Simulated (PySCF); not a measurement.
## Dy (dysprosium, neutral): UHF calculation

Configuration: [Xe] 4f9 6s2 6p1, one real determinant (an excited configuration). Calculation: PySCF 2.14, in x2c-TZVPPall with one added diffuse shell each of s, p, d, f type (12s8p8d5f2g, 129 functions); the spin-free X2C one-electron Hamiltonian (Gaussian nucleus).

* Total energy: -12152.361122 hartree
* One-electron energy: -16628.8065 hartree
* Hartree (Coulomb) energy: 4739.1296 hartree
* Exchange energy: -262.6842 hartree
* ⟨S²⟩: 12.4481
* ⟨L²⟩: 27.556
* Sum of ⟨r⟩: 46.37 bohr
* Sum of ⟨r²⟩: 94.60 bohr²
* Traceless quadrupole moment −½Σ⟨3z² − r²⟩ along its main axis: -12.7 e·bohr²
* Langevin diamagnetic susceptibility: -74.9 ×10⁻⁶ cm³/mol

| shell | electrons | mean orbital energy (eV) | spread (eV) | rms radius, mean of both spins (bohr) |
| --- | --- | --- | --- | --- |
| 1s α | 1 | -54064.1 | 0 | 0.0240 |
| 1s β | 1 | -54064.1 | 0 | 0.0240 |
| 2s α | 1 | -9135.6 | 0 | 0.0970 |
| 2s β | 1 | -9135.4 | 0 | 0.0970 |
| 2p α | 3 | -8116.0 | 0.272 | 0.0874 |
| 2p β | 3 | -8115.9 | 0.249 | 0.0874 |
| 3s α | 1 | -2096.6 | 0 | 0.250 |
| 3s β | 1 | -2093.0 | 0 | 0.250 |
| 3p α | 3 | -1776.4 | 1.586 | 0.250 |
| 3p β | 3 | -1772.2 | 0.786 | 0.250 |
| 3d α | 5 | -1356.0 | 1.494 | 0.230 |
| 3d β | 5 | -1351.5 | 0.771 | 0.230 |
| 4s α | 1 | -452.54 | 0 | 0.563 |
| 4s β | 1 | -443.16 | 0 | 0.563 |
| 4p α | 3 | -344.45 | 2.565 | 0.598 |
| 4p β | 3 | -334.10 | 0.582 | 0.598 |
| 4d α | 5 | -193.22 | 2.822 | 0.657 |
| 4d β | 5 | -179.87 | 2.733 | 0.657 |
| 5s α | 1 | -68.956 | 0 | 1.38 |
| 5s β | 1 | -65.738 | 0 | 1.38 |
| 5p α | 3 | -39.303 | 1.020 | 1.61 |
| 5p β | 3 | -36.876 | 0.508 | 1.61 |
| 4f α | 7 | -26.351 | 2.819 | 0.884 |
| 4f β | 2 | -20.296 | 0.207 | 0.884 |
| 6s α | 1 | -8.056 | 0 | 4.03 |
| 6s β | 1 | -6.902 | 0 | 4.03 |
| 6p α | 1 | -4.574 | 0 | 5.25 |

⟨L²⟩ = 27.56 against 42 for a pure I term, so this real determinant mixes terms. Spin-orbit coupling, absent here, splits the open shell strongly. ⟨S²⟩ = 12.45 against 12.00 shows spin contamination. The s, p, d and f populations moved away from the nominal configuration during the SCF.

Densities and radii are taken from the X2C orbitals without a picture-change correction, which distorts them close to the nucleus.

Spin-orbit constants ζ (cm⁻¹) from the X2C one-electron operator on these orbitals: bare nucleus, nucleus screened by l(l+1)(2l+1)/3 electrons, and screened by the Breit-Pauli mean field of the electrons.

```
shell     bare  screened nucleus  mean field
   2p  4126000           4001000         n/a
   3p   865100            838900         n/a
   3d   135200            114700         n/a
   4p   191100            185300         n/a
   4d    25240             21420         n/a
   4f     3805              2191         n/a
   5p    25430             24660         n/a
   6p     1647              1597         n/a
```

To first order the Landé constant is A = -259.9 cm⁻¹, so the lowest level has J = 9 and lies 0.580 eV below the centre of the term. This holds in LS coupling only.
